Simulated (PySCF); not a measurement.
A small calculation by hand: entropy of an ideal gas

Sn(H)3(PH2) (H₅PSn), SMILES [PH2][SnH3].

Coordinates come from a PBE-D3(BJ)/def2-TZVP optimisation. The def2 effective core potentials stand for the cores of Sn; spin–orbit coupling is left out.

PySCF with PBE-D3(BJ)/def2-TZVP gives the harmonic wavenumbers 106, 302, 359, 372, 633, 656, 670, 697, 703, 1059, 1854, 1870, 1876, 2316, 2328 cm⁻¹ and the rotational temperatures 2.0321, 0.1383, 0.1381 K. The molar mass is 154.72 g/mol, the symmetry number 1, the spin multiplicity 1.

Work out the entropy at 298.15 K and 1 atm in the rigid-rotor, harmonic-oscillator model.


Translation (Sackur–Tetrode at 1 atm): S = R[1.5 ln M + 2.5 ln T − 1.16487] = 171.6 J/(mol K).
Rotation: q = (√π/σ) T^1.5/√(θA θB θC) = 46300, S = R[ln q + 3/2] = 101.8 J/(mol K).
Vibration: with u = 1.4388 ν/T, each mode gives R[u/(e^u − 1) − ln(1 − e^−u)]:
```csv
ν (cm⁻¹),modes,u,S (J/(mol K))
106,1,0.51,13.98
302,1,1.46,5.88
359,1,1.73,4.71
372,1,1.80,4.48
633,1,3.05,1.66
656,1,3.17,1.52
670,1,3.23,1.44
697,1,3.36,1.30
703,1,3.39,1.27
1059,1,5.11,0.31
1854,1,8.95,0.01
1870,1,9.02,0.01
1876,1,9.05,0.01
```
The stiffer modes add less than 0.005 each. Sum 36.6 J/(mol K).
Spin: R ln 1 = 0.0 J/(mol K).
Total 310.0 J/(mol K); the program's own thermochemistry gives 310.0. Translation makes up 55 % and vibration 12 %. Anharmonicity, hindered rotation and orbital degeneracy are left out.
